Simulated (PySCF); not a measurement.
Screening by computed properties: pick the candidate that meets the target.

Species are written as SMILES; each is one conformer at its optimised geometry, gas phase, non-relativistic unless stated. Electronic properties by PySCF.

The conformers computed, where there is a choice (atom-mapped SMILES and torsion angles):
- `[CH2:1]=[CH:2][C:3](=[CH2:4])[CH2:5][C:6]([F:7])([F:8])[F:9]`: C1–C2–C3–C4 178°, C2–C3–C5–C6 88°, C3–C5–C6–F7 179°
- `[CH3:1][N:2]([CH3:3])[C:4](=[O:5])[CH2:6][CH2:7][B:8]([F:9])[F:10]`: C1–N2–C4–O5 1°, N2–C4–C6–C7 176°, C4–C6–C7–B8 170°, C6–C7–B8–F9 168°
- `[O:1]=[C:2]([OH:3])[c:4]1[cH:5][cH:6][c:7]([Cl:8])[cH:9][cH:10]1`: O1–C2–C4–C5 179°, H–O3–C2–O1 0°
- `[CH2:1]=[CH:2][O:3]/[CH:4]=[C:5](\[F:6])[CH:7]([F:8])[F:9]`: C1–C2–O3–C4 180°, C2–O3–C4–C5 180°, C4–C5–C7–F8 110°
- `[CH3:1][c:2]1[cH:3][cH:4][c:5]([S:6](=[O:7])(=[O:8])[F:9])[cH:10][cH:11]1`: C4–C5–S6–O7 -20°
- `[F:1][BH:2][AsH2:3]`: H–As3–B2–F1 -41°, H–As3–B2–F1 -137°

Question: Wanted: HOMO energy between -9.6 eV and -8.7 eV (wB97X-D/def2-SVPD) and HOMO–LUMO gap above 10.4 eV (wB97X-D/def2-SVPD), at PBE0-D3(BJ)/def2-SVP geometries. Which candidate meets both?
A. `c1cc(C(O)=O)ccc1Cl`
B. `CN(C)C(=O)CCB(F)F`
C. `Cc1ccc(S(=O)(=O)F)cc1`
D. `C=CC(=C)CC(F)(F)F`
E. `O=C=[N][Al]([Cl])[Cl]`
F. `C=CO/C=C(\F)C(F)F`

Answer: B. Computed values:
| species | HOMO energy | HOMO–LUMO gap |
| --- | --- | --- |
| O=C=[N][Al]([Cl])[Cl] | -11.03 eV | 11.29 eV |
| Cc1ccc(S(=O)(=O)F)cc1 | -9.86 eV | 9.77 eV |
| c1cc(C(O)=O)ccc1Cl | -9.31 eV | 9.16 eV |
| CN(C)C(=O)CCB(F)F | -8.98 eV | 10.74 eV |
| C=CC(=C)CC(F)(F)F | -8.85 eV | 9.35 eV |
| C=CO/C=C(\F)C(F)F | -8.65 eV | 10.10 eV |

Question: Wanted: lowest triplet excitation (Tamm–Dancoff) above 5 eV (TDA wB97X-D/def2-SVPD) and electronic spatial extent ⟨r²⟩ about the centre of nuclear charge below 1700 bohr² (wB97X-D/def2-SVPD), at PBE0-D3(BJ)/def2-SVP geometries. Which candidate meets both?
A. `Cc1ccc(S(=O)(=O)F)cc1`
B. `O=C(O)c1ccc(Cl)cc1`
C. `C=CC(=C)CC(F)(F)F`
D. `FB(CCC(N(C)C)=O)F`
E. `FB[AsH2]`
F. `O=C=[N][Al]([Cl])[Cl]`

Answer: F. Computed values:
```
              species  lowest triplet excitation (Tamm–Dancoff)  electronic spatial extent ⟨r²⟩ about the centre of nuclear charge
    C=CC(=C)CC(F)(F)F                                   3.24 eV                                                         1196 bohr²
   O=C(O)c1ccc(Cl)cc1                                   3.75 eV                                                         2057 bohr²
Cc1ccc(S(=O)(=O)F)cc1                                   4.02 eV                                                         2181 bohr²
             FB[AsH2]                                   4.31 eV                                                          360 bohr²
    FB(CCC(N(C)C)=O)F                                   5.26 eV                                                         2236 bohr²
O=C=[N][Al]([Cl])[Cl]                                   6.35 eV                                                         1360 bohr²
```

Question: Wanted: lowest singlet excitation between 5.2 eV and 6 eV (TDDFT wB97X-D/def2-SVPD) and static isotropic polarisability below 90 au (wB97X-D/def2-SVPD), at PBE0-D3(BJ)/def2-SVP geometries. Which candidate meets both?
A. `O=C(O)c1ccc(Cl)cc1`
B. `C(=[N][Al]([Cl])[Cl])=O`
C. `C=CO/C=C(\F)C(F)F`
D. `c1c(ccc(S(F)(=O)=O)c1)C`
E. `C=CC(=C)CC(F)(F)F`

Answer: E. Computed values:
```
                species  lowest singlet excitation  static isotropic polarisability
     O=C(O)c1ccc(Cl)cc1                    5.11 eV                         103.5 au
c1c(ccc(S(F)(=O)=O)c1)C                    5.29 eV                         107.5 au
      C=CC(=C)CC(F)(F)F                    5.79 eV                          78.1 au
      C=CO/C=C(\F)C(F)F                    6.29 eV                          74.1 au
C(=[N][Al]([Cl])[Cl])=O                    6.48 eV                          69.0 au
```
